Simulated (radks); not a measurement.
Task: Successive ionisation energies (eV) of one element, from differences of total energies of ions in their ground configurations, starting at charge 0: 17.763, 34.062, 64.196, 88.326, 113.92, 154.67, 184.73, 953.33, 1102.1. All-electron calculation, non-relativistic Kohn-Sham, r2SCAN, spin-polarised, spherical densities, point nucleus; open shells are filled with parallel spins first; meta-GGA in the generalised Kohn-Sham scheme. Program: a radial shooting solver on a logarithmic mesh with Libxc functionals. Which element is it?

Result: Fluorine (Z = 9). The first species listed is F in [He] 2s2 2p5, the last F8+ in 1s1.
